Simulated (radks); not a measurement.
The numbers below are computed, except where a source is named.
Ionisation of the gadolinium ion Gd3+, [Xe] 4f7, to Gd4+, [Xe] 4f6, under several functionals. Dirac Kohn-Sham, spin-unpolarised, spherical densities, finite nucleus; open shells are shared between the two j in proportion to 2j + 1; a radial shooting solver on a logarithmic mesh with Libxc functionals.

| functional | E(Gd3+) (hartree) | Exc (hartree) | IE (eV) | -e(HOMO) (eV) | <r> HOMO (bohr) | IE error (eV) |
|---|---|---|---|---|---|---|
| PW91 | -11279.1174 | -250.4733 | 43.491 | 33.422 | 0.8565 | -0.949 |
| SOGGA | -11273.4875 | -244.7825 | 43.326 | 33.259 | 0.8566 | -1.114 |
| exchange-only B88 | -11275.3748 | -246.6860 | 41.975 | 31.959 | 0.8591 | -2.465 |
| XLYP | -11279.3986 | -250.7426 | 43.222 | 33.173 | 0.8577 | -1.218 |
| revPBE | -11278.1152 | -249.4586 | 43.323 | 33.258 | 0.8568 | -1.117 |

NIST Atomic Spectra Database: 44.4 eV (semi-empirical). Closest: PW91. The Delta-SCF values span 1.52 eV, the total energies 5.91 hartree. The highest occupied level is 4f7/2. Spin polarisation and multiplet splitting are left out, so open shells lie too high by an amount that depends on their filling. Sharing an open shell by 2j + 1 raises it above the true ground level by a part of the spin-orbit splitting, which enters the differences from NIST.

Beside tabulated values, note that spin-unpolarised runs miss the spin-polarisation part of the exchange energy of open shells. No tabulated value is given for the 4+ ions of Nd, Pm and Eu to Yb, where it belongs to another shell than the one emptied here.
